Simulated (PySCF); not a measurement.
# Pt(2+) (platinum, charge +2) across methods

[Xe] 4f14 5d8, high-spin 3F determinant. All numbers are calculated (PySCF 2.14, a scalar-relativistic core potential, in aug-cc-pwCVDZ-PP with ECP60MDF (6s6p5d3f, 70 functions)).

```
   method  E (hartree)  mean ε 5p β (eV)  mean ε 5d α (eV)  mean ε 5d β (eV)  Σ⟨r²⟩ (bohr²)   ⟨S²⟩
      M06    -118.3415           -79.159           -28.291           -26.900          33.18  2.002
      UHF   -117.61540           -88.096           -32.614           -30.869          32.92  2.003
    B3LYP    -118.3831           -78.888           -27.933           -26.748          33.33  2.001
      LDA    -118.1064           -76.230           -26.713           -25.483          33.60  2.000
      PBE    -118.3649           -76.133           -26.530           -25.342          33.38  2.001
  r2SCAN0    -118.3456           -80.205           -28.539           -27.138          33.01  2.002
   r2SCAN    -118.3877           -77.338           -26.848           -25.522          33.09  2.001
CAM-B3LYP    -118.2970           -80.871           -29.696           -28.483          33.33  2.001
     PBE0    -118.3411           -79.409           -28.280           -26.980          33.18  2.001
```

Energies and moments cover only the electrons outside the core potential. Spin-orbit coupling, absent here, splits the open shell strongly.
